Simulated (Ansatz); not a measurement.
Abridged output of a molecular run in Ansatz:

```
Functional definition: HF
1279 factors; integrals over basis functions are off by at most 1.2e-3 eV
mean field evaluation 1: about -75687.8750 eV, gradient 3.5e1 eV
mean field evaluation 2: about -75688.0468 eV, gradient 3.6e1 eV
mean field evaluation 4: about -75690.7032 eV, gradient 2.8e0 eV
mean field evaluation 8: about -75690.7548 eV, gradient 2.3e-1 eV
mean field evaluation 16: about -75690.7551 eV, gradient 1.6e-6 eV
mean field -75690.75510595 eV, -2781.5839451071 hartree, gradient 1.6e-6 eV, S^2 0.000000; 0 other end points of the search recorded, 0 dependent functions left out
16 core orbitals not correlated: weight in the atoms' cores, before any rotation towards them, 1.000 or more for the frozen orbitals, at most 0.000 for the correlated occupied ones
reference -75690.75510595 eV, -2781.5839451071 hartree; 17, 17 occupied and 175, 175 virtual orbitals, 1279 factors
second order -21.17037784 eV of doubles, -0.00000000 eV of singles
cycle   1  -21.25568593 eV  change   -8.5e-2 eV  update   9.8e-2
cycle   2  -21.75856293 eV  change   -5.0e-1 eV  update   2.9e-2
cycle   3  -21.86290265 eV  change   -1.0e-1 eV  update   1.5e-2
cycle   4  -21.85038002 eV  change    1.3e-2 eV  update   3.7e-3
cycle   5  -21.84877049 eV  change    1.6e-3 eV  update   1.7e-3
cycle   6  -21.84957645 eV  change   -8.1e-4 eV  update   5.5e-4
cycle   7  -21.84926464 eV  change    3.1e-4 eV  update   2.0e-4
cycle   8  -21.84918024 eV  change    8.4e-5 eV  update   7.5e-5
cycle   9  -21.84921364 eV  change   -3.3e-5 eV  update   3.2e-5
perturbative correction -0.75872511 eV, -0.0278826335 hartree
Total energy: -75713.36304470 eV, -2782.4147715319 hartree
```

Its atoms:

```xyz
8

C     0.265    1.383   -0.265
Se    0.887    0.144    1.130
Al   -0.281   -1.676    0.376
F    -0.144   -3.096    1.199
H     1.137    1.754   -0.798
H    -0.406    0.884   -0.962
H    -0.256    2.205    0.221
H    -1.202   -1.598   -0.900
```

(1) Which basis set was used?
A. def2-TZVPP
B. cc-pV(D+d)Z
C. def2-QZVPP
D. def2-SVPD

(2) Write the keys of the input that set method, charge and spin (a neutral closed shell needs none for the last two).

## Answers

(1) A. It gives 208 functions.

(2) 
```yaml
correlation: {method: ccsd_t}
```
